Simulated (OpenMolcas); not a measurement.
## Cu VII: effect of the basis set

```yaml
Program: OpenMolcas 26.06
Method: CASSCF
Active_space: 5 electrons in 5 orbitals (3d)
State_averaging: 2S+1 = 6 even, 1 root; 2S+1 = 4 even, 24 roots; 2S+1 = 2 even, 75 roots
Spin-orbit_coupling: RASSI with atomic mean-field integrals over the reference wave functions, term energies averaged over their components
```

A. ANO-RCC-VDZP [5s4p2d1f], DKH2, point nucleus; cost about 28 core-seconds
B. ANO-RCC-VTZP [6s5p3d2f1g], DKH2, point nucleus; cost about 40 core-seconds
C. ANO-L-VTZP [6s5p3d2f1g], non-relativistic, point nucleus; cost roughly 40 core-seconds
D. ANO-R2 [6s4p4d2f1g], X2C, finite nucleus; cost of the order of 29 core-seconds
E. ANO-RCC-VQZP [7s6p4d3f2g1h], DKH2, point nucleus; cost of the order of 40 core-seconds
F. ANO-R3 [7s5p5d3f2g1h], X2C, finite nucleus; cost about 70 core-seconds

Energies in cm⁻¹ above 3d⁵ ⁶S_5/2, the measured ground level; measured values from the list in Gamrath, thesis, University of Mons (2023).

```csv
Level,A,B,C,D,E,F,Measured
3d⁵ ⁶S_5/2,0.0,0.0,0.0,0.0,0.0,0.0,0.0
3d⁵ ⁴G_5/2,51840,51243,51226,51873,51859,51670,
3d⁵ ⁴G_7/2,51957,51352,51341,51977,51961,51777,
3d⁵ ⁴G_11/2,51988,51381,51371,52005,51989,51805,
3d⁵ ⁴G_9/2,52027,51417,51409,52039,52023,51840,
3d⁵ ⁴P_5/2,59325,58674,58621,59446,59435,59191,50732
3d⁵ ⁴P_3/2,59636,58965,58924,59726,59714,59477,51067
3d⁵ ⁴P_1/2,60014,59320,59293,60070,60055,59826,51407
3d⁵ ⁴D_7/2,64431,63680,63676,64420,64396,64182,55742
3d⁵ ⁴D_1/2,64808,64032,64044,64757,64731,64526,56210
3d⁵ ⁴D_3/2,65096,64304,64325,65021,64993,64794,56428
3d⁵ ⁴D_5/2,65149,64355,64376,65072,65045,64845,56427
3d⁵ ²I_11/2,73967,73111,73083,74017,73998,73722,67757
3d⁵ ²I_13/2,74247,73372,73356,74266,74244,73977,67918
3d⁵ ²D_5/2(1) [60 %],82210,81316,81238,82373,82359,82015,
3d⁵ ²D_3/2(1),83808,82848,82809,83872,83850,83533,72227
3d⁵ ²F_7/2(1),85850,84849,84820,85887,85864,85545,74408
3d⁵ ⁴F_9/2,86726,85723,85710,86722,86691,86396,75930
3d⁵ ⁴F_5/2,86956,85928,85928,86917,86884,86596,76019
3d⁵ ⁴F_7/2,87070,86038,86042,87021,86987,86702,76349
3d⁵ ⁴F_3/2,87785,86714,86741,87679,87641,87370,76886
3d⁵ ²H_9/2,90683,89638,89603,90728,90703,90366,80717
3d⁵ ²H_11/2,91676,90573,90571,91638,91607,91291,81954
3d⁵ ²G_7/2(1),94015,92894,92902,93948,93911,93606,82746
```

Deviations, from unrounded energies. A percentage is the sum of absolute deviations over the sum of measured energies, with the sign that they share, or ± where signs differ.

```
                        Against measurement  Levels      A      B      C      D      E      F
             mean absolute deviation (cm-1)      18   9500   8600   8600   9500   9400   9200
other terms of the ground configuration (%)      18  +14.1  +12.7  +12.7  +14.1  +14.0  +13.6
```

B, C lie about equally close to measurement and A furthest from it. The largest miss of C in the table is 3d⁵ ²D_3/2(1), by +11000 cm-1. The ranking rests on the paired levels alone, and a cruder setting can come out closer through cancelling errors.

Among A to F the level of the table that moves most is 3d⁵ ²D_5/2(1) [60 %], by 1100 cm-1 (lowest in C, highest in D).

Without dynamic correlation excited terms often stand tens of per cent too high (terms of higher spin than the ground term too low), and those without a measured partner can miss by more than the paired ones. Some levels mix across a computed gap that differs much from the measured one, so their mixing is not that of the real levels. The basis is small and was not contracted for so high a charge (holds for A). Measured partners are found by configuration, term and J. A level has none where our copy of the source lacks it or the pairing is in doubt (some pairs that miss far off the trend of their configuration count as doubtful), and it then counts in no deviation. Levels of configurations outside the active space are missing. Levels that lie high or do not pair safely by name in every column are left out.

A share in square brackets marks a mixed level and gives the weight of the term that names it, the lowest over the columns. A number in round brackets counts repeated terms of one configuration in the order of the reference energies.
